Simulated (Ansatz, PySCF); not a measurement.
C₂H₆ClGa, SMILES C[CH2][GaH][Cl].

The structure is a stationary point at ωB97X-D3(BJ)/def2-SVP. The structure was generated by enumeration; whether it is a known compound was not checked. The values are those of a single conformer.

Vertical ionisation energy (IE) and electron affinity (EA) in eV. Rows of orbital energies are one-electron estimates. Where ΔSCF, EOM or ADC give a negative EA the extra electron is unbound and the value depends on the basis.

```json
[
 {"level": "−ε(HOMO), −ε(LUMO), HF/def2-TZVP (PySCF)", "IE": "10.75", "EA": "-1.45"},
 {"level": "−ε(HOMO), −ε(LUMO), PBE/def2-TZVP (PySCF)", "IE": "6.59", "EA": "2.14"},
 {"level": "ΔSCF, PBE0/def2-SVPD (Ansatz), final states of multiplicity 2 and 2", "IE": "9.87", "EA": "-0.17"},
 {"level": "ΔSCF, PBE/def2-SVPD (Ansatz), final states of multiplicity 2 and 2", "IE": "9.50", "EA": "-0.15"}
]
```

### Question
What vertical singlet–triplet gap does ΔSCF give with PBE0/def2-SVPD (Ansatz, an electronic-structure program) and with PBE/def2-SVPD (Ansatz)? (An estimate is asked for; the answer gives what the named calculation found.)

### Answer
4.76 and 4.40 eV (triplet above singlet where positive).
